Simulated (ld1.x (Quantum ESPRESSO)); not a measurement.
Before and after: TM potential for aluminium

```
Element                 : aluminium (Al)
Generator               : ld1.x (Quantum ESPRESSO) 7.5
Type                    : norm-conserving Troullier–Martins (Kleinman–Bylander form)
Functional              : PBEsol
Relativity              : scalar-relativistic
Frozen core             : [Ne]
Valence charge          : 3
Reference configuration : 3s1 3p2
Partial waves           : 3p (bound): rc 2.90 bohr; 3d channel at -0.1 Ry: rc 2.40 bohr; 3s (bound): rc 1.80 bohr
Local potential         : the s channel
Core correction         : none
```

Change: core correction a·sin(br)/r model core inside 2.20 bohr.

Cutoffs: the cutoffs (Ry, on a coarse ladder) from which the occupation-weighted sum of valence levels, in a spherical-Bessel basis at the reference potential, stays within 10 and 1 mRy of its value at 400 Ry; they do not see the model core or the augmentation charge, which bear on the density cutoff. Errors are all-electron minus pseudo energies relative to the spin-unpolarised reference configuration.

Task: What does the change do?

Result: The potential gets neither clearly harder nor softer (8 Ry and 25 Ry → 8 Ry and 25 Ry); of the 7 tests that both files solve, the error grows in 2 and shrinks in 4 by more than 15 % and 0.3 meV (median size 4.2 → 2.9 meV); neither file shows a bound ghost. A model core, the more so a compact one, raises the density cutoff, which this test does not measure.

| quantity | base | changed |
| --- | --- | --- |
| cutoff, loose | 8 Ry | 8 Ry |
| cutoff, tight | 25 Ry | 25 Ry |
| bound ghosts | none | none |
| error for 3s2 3p1, meV [ΔE -5.12 eV] | +5.1 | +2.9 |
| error for 3s2 3p0, meV [ΔE 0.62 eV] | -0.2 | -1.1 |
| error for 3s1 3p0, meV [ΔE 19.79 eV] | -4.2 | -8.3 |
| error for 3s2 3p1.3, meV [ΔE -5.69 eV] | +5.5 | +3.3 |
| error for 3s2 3p0.5, meV [ΔE -3.05 eV] | +3.5 | +1.6 |
| error for 3s0 3p3, meV [ΔE 5.29 eV] | +5.4 | +4.5 |
| error for 3s1 3p1, meV [ΔE 6.41 eV] | +0.2 | +0.2 |
| s: phases at 3.13 bohr within 0.05 rad from the reference energy up to (Ry; the scan ends near 5) | 1.4 | 1.4 |
| p: phases at 3.13 bohr within 0.05 rad from the reference energy up to (Ry; the scan ends near 5) | 1.5 | 1.5 |
| d: phases at 3.13 bohr within 0.05 rad from the reference energy up to (Ry; the scan ends near 5) | 2.5 | 2.5 |
